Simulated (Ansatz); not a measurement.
Ansatz results at the PBE0-D4/def2-TZVP geometry: HOMO energy (PBE/def2-TZVPP) -6.25 eV; HOMO energy (B3LYP/def2-TZVPP) -7.18 eV; size of the dipole moment (PBE/def2-TZVPP) 1.69 D.

(1) Which molecule gave them?
A. `[SiH3]C1=C(Br)C1`
B. `F[C@H]1O[C@H]1[SiH3]`
C. `[SiH3][C@H]1O[C@@H]1I`
D. `C=[C](O)[AlH2]`

## Answers

(1) C. The others give `F[C@H]1O[C@H]1[SiH3]`: -6.81, -8.16, 1.86; `[SiH3]C1=C(Br)C1`: -6.11, -6.99, 0.54; `C=[C](O)[AlH2]`: -5.75, -6.67, 0.92.

B3LYP here is the variant with VWN-RPA as its local correlation; programs differ in this.
